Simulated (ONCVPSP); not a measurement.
Configuration tests for gold (Au) (ONCV)

```json
{
  "Element": "gold",
  "Generator": "ONCVPSP 4.0.1",
  "Type": "optimised norm-conserving Vanderbilt (ONCV)",
  "Functional": "PBE",
  "Relativity": "scalar-relativistic",
  "Frozen core": "[Kr] 4d10 4f14",
  "Valence charge": "19",
  "Reference configuration": "5s2 5p6 5d9 6s2",
  "Partial waves": "5s+6s: rc 1.50 bohr, ncon 5, nbas 8, qcut 7.2 1/bohr, 2 projectors; 5p: rc 1.25 bohr, ncon 5, nbas 9, qcut 6.9 1/bohr, 2 projectors, debl 0.6 Ha; 5d: rc 2.00 bohr, ncon 3, nbas 7, qcut 6.3 1/bohr, 2 projectors, debl 3.7 Ha",
  "Local potential": "polynomial inside 0.90 bohr (lpopt 5, dvloc0 4 Ha)",
  "Core correction": "none"
}
```

In the p channel the program set the typed energies aside and used -2.298, 0.250 Ha.

Energies are relative to the spin-unpolarised reference configuration 5s2 5p6 5d9 6s2; without spin polarisation the order of configurations can differ from experiment.

(1) Give the all-electron excitation energy and the error of the potential for: 5s2 5p6 5d10 6s1; 5s2 5p6 5d10 6s0; 5s2 5p6 5d9 6s0; 5s2 5p6 5d8 6s0.

Note: no bound ghost flagged; GHOST(+) flagged for s at 64.8 eV, d at 243.5 eV.

## Answers

(1)

| valence configuration | charge | ΔE all-electron (eV) | error AE − PS (meV) |
| --- | --- | --- | --- |
| 5s2 5p6 5d10 6s1 | 0 | -1.693 | +3.8 |
| 5s2 5p6 5d10 6s0 | +1 | 7.716 | +5.9 |
| 5s2 5p6 5d9 6s0 | +2 | 28.924 | -10 |
| 5s2 5p6 5d8 6s0 | +3 | 62.802 | -22 |
